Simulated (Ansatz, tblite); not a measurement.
Spin states of the cluster Te2Pb (the lowest singlet isomer of a short search), each relaxed with r2SCAN-D4/def2-SVP in Ansatz. Electronic energies in the gas phase.

In the def2 sets Pb, Te take a core potential; there is no spin–orbit coupling. The xTB rows come from tblite. B3LYP takes the VWN-RPA correlation. Correlated methods freeze 12 core orbitals; core or outer-core shells of Pb, Te are correlated, in sets that lack core-valence functions. The structure comes from a short search, and lower isomers may exist.

Singlet geometry (C2v within 0.1 Å):

```
atom    x (Å)    y (Å)    z (Å)
 Pb1   1.3491   0.8751  -0.3347
 Te2  -1.3170   0.1176  -0.9709
 Te3  -0.0321  -0.9927   1.3056
```

Triplet geometry (C2v within 0.1 Å):

Cartesian coordinates in Å:
```
Pb -1.771 0.057 0.407
Te 1.100 1.031 0.581
Te 0.671 -1.089 -0.988
```

Quintet geometry:

```xyz
3

Pb   -1.2622    1.1274   -0.1129
Te   -0.3204   -1.5196    1.1489
Te    1.5826    0.3923   -1.0360
```

⟨S²⟩: triplet 2.01 at PBE0-D4/def2-TZVP (pure 2.00), quintet 6.01 at PBE0-D4/def2-TZVP (pure 6.00).

Run but left out: LDA (SPW92)/def2-TZVP (quintet: an occupied level 0.03 eV above an empty one).

Only these spin states were relaxed. The quintet has other bonds than the singlet, so the gap mixes isomer and spin.

```csv
level,triplet − singlet (kJ/mol),quintet − singlet (kJ/mol),lowest of these
GFN1-xTB,187.0,488.5,singlet
HF/def2-TZVP,46.2,131.2,singlet
r2SCAN-D4/def2-TZVP,80.3,269.6,singlet
B97M-V/def2-TZVP,89.5,281.3,singlet
B3LYP-D4/def2-TZVP,87.3,276.7,singlet
CAM-B3LYP-D4/def2-TZVP,84.4,265.8,singlet
RPA@PBE/def2-TZVP,88.5,273.7,singlet
MP2/def2-TZVP,101.4,316.5,singlet
```

The xTB methods have no term that favours high spin, so they put low spin too low.
